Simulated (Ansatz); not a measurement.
Geometry optimisation, Ansatz 0.2.0, RKS BHLYP-D4/6-31G.

Input file:

```yaml
crystal:
  periodic: [false, false, false]
  atoms:
    - { symbol: C, position_ang: [-0.4625, -0.9149, 1.2795] }
    - { symbol: C, position_ang: [0.2703, -0.3183, 0.0761] }
    - { symbol: "N", position_ang: [1.6335, -0.0863, 0.4624] }
    - { symbol: O, position_ang: [0.2848, -1.2336, -0.9809] }
    - { symbol: Al, position_ang: [-0.5664, 1.4312, -0.504] }
    - { symbol: O, position_ang: [-1.2495, 1.6404, -2.1805] }
    - { symbol: H, position_ang: [-0.0535, -1.8401, 1.5934] }
    - { symbol: H, position_ang: [-1.5352, -1.0205, 0.9826] }
    - { symbol: H, position_ang: [-0.4643, -0.1488, 2.1688] }
    - { symbol: H, position_ang: [2.1117, -1.0102, 0.7127] }
    - { symbol: H, position_ang: [2.184, 0.3145, -0.3116] }
    - { symbol: H, position_ang: [0.7493, -0.8629, -1.7196] }
    - { symbol: H, position_ang: [-0.6982, 2.6783, 0.532] }
    - { symbol: H, position_ang: [-2.2171, 1.3418, -2.0821] }
basis:
  gaussian: { orbitals: "6-31G" }
hamiltonian:
  xc: { name: BHLYP }
  dispersion: d4
relax:
  f_tol: 0.015
  max_steps: 40
```

Launched with:

```bash
$ ansatz run input.yaml --threads 1 --pin off --max-ram 2048MiB --backend cpu --events-out ev --progress --plain --runs-dir out
```

Question: Where does it end, and by what steps?

Answer: It converged. Limits of this set-up: no polarisation functions. After 30 steps the energy has fallen by 1.718 eV; H14 moved furthest, 1.68 Å. Joined: N3–Al5.

```
step  energy less start (eV)  largest force component (eV/Å)  accepted
   0                  0.0000                           3.001       yes
   2                 -0.9002                           1.439       yes
   4                 -1.1441                           0.480       yes
   6                 -1.2440                           0.173       yes
   8                 -1.2796                           0.332       yes
  10                 -1.3021                           0.163       yes
  12                 -1.3176                           0.197       yes
  14                 -1.3405                           0.593       yes
  16                 -1.4346                           1.233       yes
  18                 -1.5803                           1.360       yes
  20                 -1.6410                           0.347       yes
  22                 -1.6784                           0.219       yes
  24                 -1.7048                           0.207       yes
  26                 -1.7166                           0.089       yes
  28                 -1.7175                           0.020       yes
  30                 -1.7176                           0.009       yes
```

```xyz
14
Properties=species:S:1:pos:R:3
C -0.284 -1.231 1.440
C -0.175 -0.428 0.185
N 1.200 0.375 0.122
O -0.177 -1.288 -0.940
Al -0.445 1.438 -0.335
O -0.672 1.246 -2.045
H 0.464 -2.024 1.459
H -1.264 -1.694 1.485
H -0.167 -0.609 2.324
H 1.681 0.475 1.003
H 1.811 -0.014 -0.582
H -0.505 -0.800 -1.714
H -0.701 2.776 0.472
H -0.779 1.749 -2.843
```

Run time: 2.6 min on 1 thread of Arm Neoverse V2 (shared host), peak memory 0.18 GiB.
